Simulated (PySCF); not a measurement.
Do core-level shifts follow atomic charges?

C5H14BNO.
Geometry (PBE0-D3(BJ)/def2-SVP, Å), atoms numbered from 1 in this order:
```xyz
22
C5H14BNO angstrom
C     -2.537   -0.892   -0.031
C     -1.723    0.232    0.583
C     -2.392    1.586    0.439
O     -0.457    0.295   -0.045
B      0.645   -0.307    0.489
N      1.862   -0.282   -0.216
C      3.065   -0.878    0.298
C      1.996    0.347   -1.504
H     -2.670   -0.720   -1.111
H     -3.532   -0.960    0.435
H     -2.027   -1.858    0.102
H     -1.577    0.017    1.658
H     -2.538    1.828   -0.626
H     -3.373    1.595    0.936
H     -1.767    2.373    0.885
H      0.590   -0.858    1.570
H      3.448   -1.668   -0.376
H      2.872   -1.331    1.280
H      3.872   -0.132    0.416
H      2.323   -0.377   -2.274
H      2.744    1.161   -1.480
H      1.031    0.770   -1.811
```

Binding energies: delta-SCF UKS SCAN, pcX-2 on the ionised atom, pcseg-1 elsewhere, spin-free X2C in PySCF 2.14.0. Charges: PBE0/pcSseg-1 ground-state density, for the ionised atom.

```json
{"atom": "C1", "environment": "methyl carbon", "C 1s (eV)": "290.44", "Mulliken (e)": "-0.240", "IAO (e)": "-0.418", "Hirshfeld (e)": "-0.122", "ESP (e)": "-0.627"}
{"atom": "C7", "environment": "N-methyl carbon", "C 1s (eV)": "291.42", "Mulliken (e)": "-0.078", "IAO (e)": "-0.285", "Hirshfeld (e)": "-0.061", "ESP (e)": "-0.454"}
{"atom": "C2", "environment": "sp3 carbon bound to oxygen", "C 1s (eV)": "291.95", "Mulliken (e)": "-0.044", "IAO (e)": "+0.118", "Hirshfeld (e)": "+0.058", "ESP (e)": "+0.625"}
```

Problem. Give the correlation coefficient and slope of binding energy on charge for each scheme.

Solution. Mulliken: r = 0.98, slope 7.2 eV per e; Hirshfeld: r = 0.94, slope 7.8 eV per e; IAO: r = 0.90, slope 2.5 eV per e; ESP: r = 0.84, slope 1.0 eV per e. Mulliken charges have the highest r, on only 3 points.

Problem. The point-charge model writes a binding energy as kq + V + constant, with V the potential of the other atoms' charges at the site. What does it give with the IAO charges?

Solution. V = Σ 14.40 eV Å × q/r over all other atoms: +5.12 eV at C1, +3.15 eV at C7, -4.24 eV at C2. Fitting binding energy − V to q gives k = 20.1 eV per e and leaves an rms residual of 0.12 eV, against 0.27 eV for the fit on q alone. The model has no term for differences in relaxation between sites.

Isolated species at its PBE0-D3(BJ)/def2-SVP geometry (one conformer only).
